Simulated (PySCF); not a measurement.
How the method changes the constants of SiI⁺

State: ¹Σ⁺ (singlet), closed shell. Set-up: Si def2-SVPD, I def2-SVPD with ECP28; scalar-relativistic core potentials (PySCF 2.14). De refers to Si⁺ + I in their high-spin ground configurations, without counterpoise correction. A positive dipole points towards I; it is taken about the centre of mass and depends on that origin.

```csv
Level,Re (Å),ωe (cm⁻¹),De (eV),μ (D)
RHF,2.327,461,2.51,-5.41
RHF-MP2,2.332,460,3.87,n/a
RHF-SCS-MP2,2.334,457,3.71,n/a
RHF-CCSD,2.335,454,3.61,n/a
RHF-CCSD(T),2.345,442,3.81,n/a
PBE,2.354,430,4.46,-4.61
revPBE,2.360,427,4.26,-4.63
BP86,2.359,426,4.39,-4.70
r²SCAN,2.339,443,4.30,-4.62
B3LYP,2.349,435,4.02,-4.90
PBE0,2.329,453,4.17,-4.75
LC-ωPBE,2.296,481,3.75,-4.77
```

The bond length runs from 2.296 Å (LC-ωPBE) to 2.360 Å (revPBE). De spans 2.51 eV (RHF, mean field) to 4.46 eV (PBE, GGA). Correlation at CCSD(T) changes the Hartree–Fock bond energy by +1.30 eV; the triples alone change it by +0.20 eV.

Correlated steps freeze 9 core orbitals. Correlated levels converge slowly with the basis: in double zeta they bind strong bonds too weakly, by up to about 1 eV, and carry superposition errors of some tenths. Spin–orbit coupling is left out, which matters for elements this heavy, above all for dissociation energies. For an ion De counts to the pair picked by the measured ionisation energies or electron affinities, which need not be the lowest pair at this level. Where the molecule has an RHF reference, its open-shell atoms are computed with UHF. The CCSD T1 diagnostic is raised, a sign that a single reference may not be enough here.
